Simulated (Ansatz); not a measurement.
Basis-set extrapolation for CH3NOSSi (`N=C1S[SiH]1O`) (PBE0-D4/def2-TZVP geometry, frozen core, Ansatz 0.2.0). Multiplicity 1, RHF reference.

|  | def2-TZVPP | def2-QZVPP |
| --- | --- | --- |
| HF | -855.506646 | -855.534667 |
| MP2 correlation | -0.881458 | -0.950170 |
| CCSD(T) correlation | -0.951241 | not run |

Energies in hartree. Use E(X) = E(∞) + A·exp(−7.88·√X) for Hartree–Fock and E(X) = E(∞) + B·X^(−2.97) for correlation, with X = 3 and 4, and add CCSD(T) minus MP2 of the smaller set to the MP2 limit.

What is the CCSD(T) energy at the basis-set limit?

HF limit: -855.534667 + (-0.028021) × 0.13774 = -855.53853. MP2 limit: -0.950170 + (-0.068712) × 0.74074 = -1.00107. Higher-order term: -0.951241 − (-0.881458) = -0.06978. Total: -856.60938 hartree, 4.12 eV below CCSD(T)/def2-TZVPP.
